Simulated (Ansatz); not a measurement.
C4H2F4, SMILES `FC1=C(F)[C@@H](F)[C@@H]1F`. Total charge 0; spin multiplicity 1. The structure was optimised at the PBE0-D4/def2-TZVP level.

```xyz
10

F    -0.607   -0.981   -2.138
C    -0.189   -0.496   -0.997
C     0.845   -0.724   -0.192
F     1.922   -1.466   -0.247
C     0.377    0.220    0.862
F     1.219    1.269    1.129
C    -0.789    0.546   -0.115
F    -2.042    0.262    0.364
H     0.040   -0.208    1.809
H    -0.777    1.578   -0.473
```

(1) What is the dipole moment at B3LYP/def2-TZVPP? (An estimate is asked.)

(2) And with PBE, r2SCAN, ωB97M-V? (An estimate is asked.)

(3) Give the Mulliken charges with B3LYP, ωB97M-V, r2SCAN in def2-TZVPP. (An estimate is asked.)

Results:

(1) Computed: 0.11 D, with components (-0.04, 0.07, 0.07) D in this frame, pointing from negative to positive charge.

(2) Ansatz gave: PBE 0.01 D, r2SCAN 0.06 D, ωB97M-V 0.12 D.

(3) The calculation gave: 
```csv
atom,B3LYP,ωB97M-V,r2SCAN
F1,-0.17,-0.16,-0.17
C2,0.16,0.16,0.14
C3,0.16,0.16,0.14
F4,-0.17,-0.16,-0.17
C5,0.15,0.12,0.20
F6,-0.23,-0.21,-0.23
C7,0.15,0.12,0.20
F8,-0.23,-0.21,-0.23
H9,0.09,0.10,0.05
H10,0.09,0.10,0.05
```

B3LYP here is the variant with VWN-RPA as its local correlation; programs differ in this.
